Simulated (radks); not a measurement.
Task: The mean radii <r> (bohr) of the occupied orbitals of an atom or ion are listed with their occupations. All-electron calculation, scalar-relativistic Kohn-Sham, PBE, spin-polarised, spherical densities, point nucleus. Program: a radial shooting solver on a logarithmic mesh with Libxc functionals.

| orbital | occ. | <r> |
|---|---|---|
| 1s down | 1 | 0.03344 |
| 1s up | 1 | 0.03344 |
| 2s up | 1 | 0.1457 |
| 2s down | 1 | 0.1457 |
| 2p up | 3 | 0.1270 |
| 2p down | 3 | 0.1270 |
| 3s up | 1 | 0.4027 |
| 3s down | 1 | 0.4027 |
| 3p up | 3 | 0.4030 |
| 3p down | 3 | 0.4030 |
| 3d up | 5 | 0.3842 |
| 3d down | 5 | 0.3841 |
| 4s up | 1 | 1.021 |
| 4s down | 1 | 1.018 |
| 4p up | 3 | 1.131 |
| 4p down | 3 | 1.128 |
| 4d up | 5 | 1.626 |
| 4d down | 2 | 1.669 |

Name the element and its charge. Open shells, if any, are filled with parallel spins first.

Result: Z = 44, ruthenium, charge +1: Ru+ in [Kr] 4d7. The 1s radius gives Z: for a bare nucleus <r> = (2 gamma + 1)/(2Z) with gamma = sqrt(1 - (Z/c)^2), 0.03289 bohr for Z = 44, and screening makes it slightly larger (0.03344 here). The occupations add up to 43, and the charge is Z minus that.
